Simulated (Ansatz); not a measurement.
CH$_{3}$BClNOS, SMILES `NB(Cl)OC=S` from Hartree–Fock to CCSD(T)

```xyz
9

N    -0.873   -1.618    0.006
B    -0.345   -0.388    0.363
Cl   -0.601    0.267    1.986
O     0.383    0.297   -0.598
C     0.965    1.487   -0.439
S     1.795    2.227   -1.597
H    -1.413   -2.183    0.636
H    -0.736   -2.004   -0.912
H     0.825    1.915    0.555
```

Charge 0, multiplicity 1. The geometry is a stationary point of PBE0-D4/def2-TZVP. It is one conformer, not always the lowest. Frozen core, restricted reference, Ansatz. CBS rows extrapolate triple and quadruple zeta; past MP2 they add the triple-zeta difference.

| basis | HF (Eh) | MP2 corr. | CCSD corr. | (T) | CCSD(T) total |
| --- | --- | --- | --- | --- | --- |
| def2-SVP | -1050.34849 | -0.81776 | -0.86102 | -0.02787 | -1051.23738 |
| def2-TZVPP | -1050.87144 | -1.05007 | -1.08983 | -0.05091 | -1052.01218 |
| def2-QZVPP | -1050.90419 | -1.13512 | – | – | – |
| CBS(def2) | -1050.90870 | -1.19812 | -1.23789 | as TZ | -1052.19750 |
